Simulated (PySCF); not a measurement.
Computed shifts of a molecule C2H4F2Si2, B3LYP/pcSseg-1 (PySCF), GIAO, gas phase, atoms alike by connectivity averaged where their shifts nearly agree, in ppm (number of nuclei): ¹³C: 110.3 (1), 84.9 (1). ²⁹Si: -1.6 (1), -17.9 (1). ¹⁹F: -230.3 (1), -270.3 (1). ¹H: 5.73 (1), 5.48 (1), 5.44 (1), 3.11 (1). References: ¹³C against TMS (σ = 181.3 ppm); ²⁹Si against TMS (σ = 338.7 ppm); ¹⁹F against CFCl3 (σ = 161.7 ppm); ¹H against TMS (σ = 31.68 ppm), references at their B3LYP-D3(BJ)/def2-TZVP geometries, non-relativistic. The structure is a stationary point at PBE0-D3(BJ)/def2-SVP. Other conformers were not sampled.

Question: Which structure fits?
A) C#C[Si@H](F)[SiH2]F
B) F[SiH](F)C#C[SiH3]
C) C#C[Si](F)(F)[SiH3]
D) F[SiH2]C#C[SiH2]F

Answer: A, C#C[Si@H](F)[SiH2]F
